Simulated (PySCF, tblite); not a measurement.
Problem. Write Cartesian coordinates for `C/C(F)=P\C1CCCCC1` as optimised with GFN2-xTB.

Solution. 
```
atom  x, y, z in Å
C1     3.0716    1.0709   -0.5417
C2     3.0335    0.0137    0.5055
F3     4.2656   -0.1684    1.0596
P4     1.8463   -0.9950    1.1340
C5     0.3250   -0.4835    0.1534
C6    -0.6668   -1.6476    0.1469
C7    -1.9243   -1.2718   -0.6317
C8    -2.5755   -0.0312   -0.0275
C9    -1.5874    1.1313   -0.0026
C10   -0.3317    0.7487    0.7761
H11    2.0832    1.2926   -0.9280
H12    3.7169    0.7518   -1.3627
H13    3.5040    1.9796   -0.1203
H14    0.6110   -0.2696   -0.8820
H15   -0.2010   -2.5303   -0.2984
H16   -0.9370   -1.8977    1.1759
H17   -1.6607   -1.0724   -1.6736
H18   -2.6294   -2.1054   -0.6202
H19   -3.4598    0.2445   -0.6054
H20   -2.8986   -0.2525    0.9922
H21   -2.0519    2.0073    0.4549
H22   -1.3130    1.3957   -1.0272
H23    0.3698    1.5865    0.7934
H24   -0.6015    0.5227    1.8110
```

Orientation and origin are arbitrary. Atoms count from 1 in this order. Of the pairs four or more bonds apart, H11···H14 is among the closest relative to their van der Waals radii: 2.15 Å, 89 % of the sum of Bondi's values. The 6-membered ring C5–C6–C7–C8–C9–C10 has internal angles of 109.7° to 110.5° (sum 662°, against 720° for a flat polygon); it is puckered, 0.24 Å rms from its mean plane, widest ring torsion 58°. The 2 C–P bonds span 1.680 Å (C2=P4, drawn double) to 1.881 Å (P4–C5, drawn single), a spread of 0.201 Å. The C–C distances run from 1.489 Å (C1–C2, drawn single) to 1.529 Å (C5–C6, drawn single), a spread of 0.040 Å.

Bonds between heavy atoms (Å): C1–C2 1.489, C2–F3 1.363, C2=P4 1.680, P4–C5 1.881, C5–C6 1.529, C6–C7 1.526, C7–C8 1.526, C8–C9 1.526, C9–C10 1.526, C5–C10 1.529.

Computed geometry: GFN2-xTB, gas phase.

Point group: C1 (no symmetry element, even within 0.4 Å). Its GFN2-xTB frequencies are all real (lowest 30 cm⁻¹). The numbers are those of one conformer (C2–P4–C5–C6 156°, P4–C5–C6–C7 180°, C5–C6–C7–C8 -58°, C6–C7–C8–C9 57°, C7–C8–C9–C10 -57°). 3 starts were optimised and ended at 0.00, 0.84 and 6.72 kcal/mol (GFN2-xTB); the lowest of these is shown.
